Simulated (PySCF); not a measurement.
K₂Cl₂, optimised at GFN2-xTB:

```xyz
4

K     -0.2663    -0.4824     0.1275
Cl     1.1129     0.8267    -1.8187
K      0.3332    -0.8516    -3.8136
Cl    -1.0460    -2.1608    -1.8673
```

Energies from PySCF (xtb for GFN2), thermal terms from the rigid-rotor harmonic-oscillator model, ideal gas at 1 bar. 6-31G* has spherical d functions here. All species are closed-shell singlets. B3LYP is the form with VWN-RPA correlation.

Q: List the harmonic frequencies (cm⁻¹, unscaled) at this level and at the other levels, each on its own geometry.

A: 
- GFN2-xTB: 56, 83, 137, 139, 154, 158
- B3LYP/6-31G*: 67, 95, 175, 190, 198, 199
- HF/6-31G*: 68, 95, 171, 188, 193, 195
- PBE/def2-SVP: 65, 99, 180, 198, 207, 209
- PBE0/def2-TZVP: 65, 93, 174, 193, 202, 203
